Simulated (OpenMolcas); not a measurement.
**Co: effect of the level shift or regulariser**

```json
{
 "Program": "OpenMolcas 26.06",
 "Basis": "ANO-RCC-VQZP [7s6p4d3f2g1h]",
 "Scalar Hamiltonian": "DKH2, point nucleus",
 "Active space": "9 electrons in 6 orbitals (3d 4s)",
 "State averaging": "2S+1 = 4 even, 20 roots; 2S+1 = 2 even, 40 roots kept (CI in the orbitals of an earlier block)",
 "Spin-orbit coupling": "state interaction with AMFI integrals over the reference wave functions, term energies averaged over their components"
}
```

Methods on the same reference wave functions:
A. CASSCF
B. MS-CASPT2, IPEA 0.25 Eh, imaginary shift 0.1 Eh (closed shells correlated: 3s 3p)
C. MS-CASPT2, IPEA 0.25 Eh, imaginary shift 0.3 Eh (closed shells correlated: 3s 3p)

Energies in cm⁻¹ above 3d⁷ 4s² ⁴F_9/2, the measured ground level; measured values from NIST Handbook of Basic Atomic Spectroscopic Data.

```json
{"Level": "3d⁷ 4s² ⁴F_9/2", "A": "0.0", "B": "0.0", "C": "0.0", "Measured": "0.0"}
{"Level": "3d⁷ 4s² ⁴F_7/2", "A": "766", "B": "768", "C": "768", "Measured": "816"}
{"Level": "3d⁷ 4s² ⁴F_5/2", "A": "1332", "B": "1332", "C": "1332", "Measured": "1407"}
{"Level": "3d⁷ 4s² ⁴F_3/2", "A": "1720", "B": "1717", "C": "1717", "Measured": "1809"}
{"Level": "3d⁸ 4s ⁴F_9/2", "A": "13693", "B": "7780", "C": "7950", "Measured": "3483"}
{"Level": "3d⁸ 4s ⁴F_7/2", "A": "14396", "B": "8450", "C": "8630", "Measured": "4143"}
{"Level": "3d⁸ 4s ⁴F_5/2", "A": "14971", "B": "9040", "C": "9210", "Measured": "4690"}
{"Level": "3d⁸ 4s ⁴F_3/2", "A": "15383", "B": "9460", "C": "9620", "Measured": "5076"}
{"Level": "3d⁷ 4s² ²G_9/2", "A": "17780", "B": "16580", "C": "16560", "Measured": ""}
{"Level": "3d⁷ 4s² ⁴P_5/2", "A": "17924", "B": "15030", "C": "15030", "Measured": "13795"}
{"Level": "3d⁷ 4s² ⁴P_3/2", "A": "18180", "B": "15240", "C": "15240", "Measured": "14036"}
{"Level": "3d⁷ 4s² ²G_7/2", "A": "18519", "B": "17310", "C": "17290", "Measured": ""}
{"Level": "3d⁷ 4s² ⁴P_1/2", "A": "18533", "B": "15620", "C": "15620", "Measured": "14399"}
{"Level": "3d⁸ 4s ²F_7/2", "A": "19284", "B": "11070", "C": "11800", "Measured": "7442"}
{"Level": "3d⁸ 4s ²F_5/2", "A": "20385", "B": "12140", "C": "12880", "Measured": "8461"}
{"Level": "3d⁷ 4s² ²P_3/2 [72 %]", "A": "23405", "B": "19380", "C": "19380", "Measured": ""}
{"Level": "3d⁷ 4s² ²H_11/2", "A": "23719", "B": "22560", "C": "22550", "Measured": ""}
{"Level": "3d⁷ 4s² ²P_1/2", "A": "24159", "B": "20100", "C": "20080", "Measured": ""}
{"Level": "3d⁷ 4s² ²H_9/2", "A": "24362", "B": "23200", "C": "23190", "Measured": ""}
{"Level": "3d⁷ 4s² ²D_5/2", "A": "25503", "B": "23020", "C": "23000", "Measured": ""}
{"Level": "3d⁷ 4s² ²D_3/2", "A": "26605", "B": "23980", "C": "23950", "Measured": ""}
```

Deviations, from unrounded energies. A percentage is the sum of absolute deviations over the sum of measured energies, with the sign that they share, or ± where signs differ.

| Against measurement | Levels | A | B | C |
| --- | --- | --- | --- | --- |
| mean absolute deviation (cm-1) | 12 | 6500 | 2400 | 2600 |
| fine structure of the ground term (%) | 3 | -5.3 | -5.3 | -5.3 |
| other terms of the ground configuration (%) | 3 | +29.4 | +8.7 | +8.6 |
| other configurations (%) | 6 | +194.7 | +74.0 | +80.5 |

B lies closest to measurement on these levels and A furthest from it. The largest miss of B in the table is 3d⁸ 4s ⁴F_3/2, by +4400 cm-1. The ranking rests on the paired levels alone, and a cruder setting can come out closer through cancelling errors.

Between B and C the level of the table that moves most is 3d⁸ 4s ²F_5/2, by 730 cm-1 (lowest in B, highest in C). Moves below CASPT2's spread within the term are not significant.

The mean deviations of B to C differ by less than CASPT2's widest spread within a term (2100 cm-1), so their order carries little weight.

From A to B the spin-free energies of the other terms of 3d⁷ 4s² shown, above ⁴F, scale by factors of 0.82 to 0.95, as is usual when dynamic correlation screens the repulsion within a d or f shell.

The lowest spin-free term lies below A's lowest term by 0.750 hartree in B, 0.750 hartree in C.

CASPT2 does not keep the components of a term degenerate, so their means are used; among the terms shown or strongly mixed into the levels shown the widest spread is 2100 cm-1 (3d⁸ 4s ²F, B). Terms from blocks run as CI alone lack orbitals of their own. A single d shell beside an s shell can misplace configurations of different d count against each other. Without dynamic correlation excited terms often stand tens of per cent too high (terms of higher spin than the ground term too low), and those without a measured partner can miss by more than the paired ones (holds for A). The CASPT2 spread within a term exceeds the gap to the next term for 3d⁷ 4s² ²H and 3d⁷ 4s² ²D, so the order of their levels is uncertain (holds for B; C). Measured partners are found by configuration, term and J. A level has none where our copy of the source lacks it or the pairing is in doubt (some pairs that miss far off the trend of their configuration count as doubtful), and it then counts in no deviation. Only configurations of the active space appear. The table leaves out levels that lie high or whose names do not pair safely across all columns.

A share in square brackets marks a mixed level and gives the weight of the term that names it, the lowest over the columns.
